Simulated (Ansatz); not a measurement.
Isolated molecules relaxed with PBE0-D4/def2-TZVP in Ansatz; ΔE leaves out vibrations. CCSD(T)/CBS adds triple-zeta CCSD(T) − MP2 to the extrapolated MP2 energy (def2 sets, frozen cores). DFT in def2-TZVPP. B3LYP here is the variant with VWN-RPA as its local correlation; programs differ in this. def2 core potentials past Kr. For I, Zn outer-core shells are correlated without core-valence functions, which leaves a few kJ/mol of doubt a bond. Scalar relativity is left out up to krypton. Each species was taken in one conformer, which may not be the lowest.

Consider the formal exchange of groups at a Zn–C bond: `[CH3][Zn-]1[O]C(C(F)(F)F)=CC(C(F)(F)F)=[O+]1` + `OI` → `[OH][Zn-]1[O]C(C(F)(F)F)=CC(C(F)(F)F)=[O+]1` + `CI`.

CCSD(T)/CBS gives -34.6 kcal/mol.

Task: Another level gave -34.5 kcal/mol. Which?
A. B3LYP-D4/def2-TZVPP
B. CCSD(T)/def2-TZVPP
C. revPBE/def2-TZVPP
D. PBE0/def2-TZVPP

Result: B. CCSD(T)/def2-TZVPP -34.5, PBE0 -32.0, B3LYP-D4 -30.9, revPBE -29.0 kcal/mol.

Largest T1 diagnostic among the species: 0.016.

From BLYP to BHLYP (50 % exact exchange), in def2-TZVPP and without D4, ΔE moves by −5.8 kcal/mol. Leaving LDA and LC-ωPBE aside and taking each functional with its dispersion term where it has one, the values, not all of them listed here, spread over 6.9 kcal/mol, from PBE-QIDH to BLYP-D4.
